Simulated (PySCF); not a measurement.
A side-by-side comparison of computed properties.

First species: C4H12OSi.
SMILES: `CO[Si](C)(C)C`

Second species: C4H7Cl2F.
SMILES: `C[C@](Cl)(CF)CCl`

Levels: PBE0/def2-SVPD for dipole moment, HOMO energy, LUMO energy, HOMO–LUMO gap, static isotropic polarisability and electronic spatial extent ⟨r²⟩ about the centre of nuclear charge; TDDFT PBE0/def2-SVPD for lowest singlet excitation; TDA PBE0/def2-SVPD for lowest triplet excitation (Tamm–Dancoff); GFN2-xTB for rotational constant A and rotational constant C. Geometries: GFN2-xTB. Each species is one conformer at its optimised geometry, gas phase, non-relativistic unless stated. Electronic properties by PySCF.

Dipoles, sizes and rotational constants follow the conformer. The torsions of the flexible species, by atom-mapped SMILES:
- `[CH3:1][O:2][Si:3]([CH3:4])([CH3:5])[CH3:6]`: C1–O2–Si3–C4 -61°
- `[CH3:1][C@:2]([Cl:3])([CH2:4][F:5])[CH2:6][Cl:7]`: C1–C2–C4–F5 -59°, C1–C2–C6–Cl7 -176°

Values for the first species:

```
Dipole moment                                                     : 1.00 D
HOMO energy                                                       : -7.64 eV
LUMO energy                                                       : 0.49 eV
HOMO–LUMO gap                                                     : 8.13 eV
Lowest singlet excitation                                         : 7.03 eV
Lowest triplet excitation (Tamm–Dancoff)                          : 6.90 eV
Static isotropic polarisability                                   : 78.8 au
Electronic spatial extent ⟨r²⟩ about the centre of nuclear charge : 861 bohr²
Rotational constant A                                             : 2.952 GHz
Rotational constant C                                             : 1.986 GHz
```

Task: Estimate the same properties for the second species, and the change in each.

Result: 
```
                                                         property      first      second  second less first
                                                    dipole moment     1.00 D      2.08 D            +1.08 D
                                                      HOMO energy   -7.64 eV    -8.57 eV           -0.93 eV
                                                      LUMO energy    0.49 eV    -0.08 eV           -0.57 eV
                                                    HOMO–LUMO gap    8.13 eV     8.49 eV           +0.36 eV
                                        lowest singlet excitation    7.03 eV     7.02 eV           -0.01 eV
                         lowest triplet excitation (Tamm–Dancoff)    6.90 eV     6.40 eV           -0.50 eV
                                  static isotropic polarisability    78.8 au     76.9 au            -1.9 au
electronic spatial extent ⟨r²⟩ about the centre of nuclear charge  861 bohr²  1127 bohr²         +266 bohr²
                                            rotational constant A  2.952 GHz   1.837 GHz         -1.115 GHz
                                            rotational constant C  1.986 GHz   1.087 GHz         -0.899 GHz
```

On the first: The dipole matches unit charges of opposite sign 0.21 Å apart (1 e·Å = 4.8032 D). No computed singlet falls in the visible range (750 to 380 nm, 1.65 to 3.26 eV); S1 lies 3.77 eV above its blue end.

On the second: The polarisability is 11.40 Å³ as a volume (1 au = 0.148185 Å³), or 1.04 au for each of the 74 electrons. No computed singlet falls in the visible range (750 to 380 nm, 1.65 to 3.26 eV); S1 lies 3.76 eV above its blue end.
